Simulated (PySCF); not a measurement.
# Technetium: a sound run and one with changed settings

Sound run: Tc [Kr] 4d5 5s2, Tc⁺ [Kr] 4d5 5s1. Computed with PySCF 2.14 in x2c-TZVPall, with scalar relativity by spin-free X2C-1e. In the sound run the correlated levels freeze [Kr]. The sound run starts from symmetry-adapted Hartree-Fock orbitals and uses a fine grid where one is needed.

Changed run: basis STO-3G, all-electron and non-relativistic. This setting is unsound on purpose.

```json
{"species": "Tc", "method": "UHF", "sound run (hartree)": "-4283.04649", "changed run (hartree)": "-4163.20517", "converged": "yes"}
{"species": "Tc", "method": "B3LYP", "sound run (hartree)": "-4285.32869", "changed run (hartree)": "-4164.87513", "converged": "yes"}
{"species": "Tc", "method": "PBE0", "sound run (hartree)": "-4284.95085", "changed run (hartree)": "-4164.60999", "converged": "yes"}
{"species": "Tc", "method": "MP2", "sound run (hartree)": "-4283.14349", "changed run (hartree)": "-4163.22674", "converged": "yes"}
{"species": "Tc⁺", "method": "UHF", "sound run (hartree)": "-4282.84294", "changed run (hartree)": "-4163.09448", "converged": "yes"}
{"species": "Tc⁺", "method": "B3LYP", "sound run (hartree)": "-4285.06200", "changed run (hartree)": "-4164.69606", "converged": "yes"}
{"species": "Tc⁺", "method": "PBE0", "sound run (hartree)": "-4284.70392", "changed run (hartree)": "-4164.45142", "converged": "yes"}
{"species": "Tc⁺", "method": "MP2", "sound run (hartree)": "-4282.90549", "changed run (hartree)": "-4163.09469", "converged": "yes"}
```

Ionisation energy of Tc:

| method | sound run (eV) | changed run (eV) |
| --- | --- | --- |
| UHF | 5.539 | 3.012 |
| B3LYP | 7.257 | 4.873 |
| PBE0 | 6.719 | 4.315 |
| MP2 | 6.476 | 3.593 |
| SCS-MP2 | 6.682 | 3.709 |

A minimal basis cannot let orbitals breathe on ionisation and holds almost no correlation. The Hamiltonian changed with the basis, so the totals do not compare.

For comparison, NIST gives 7.119 eV between the lowest levels.
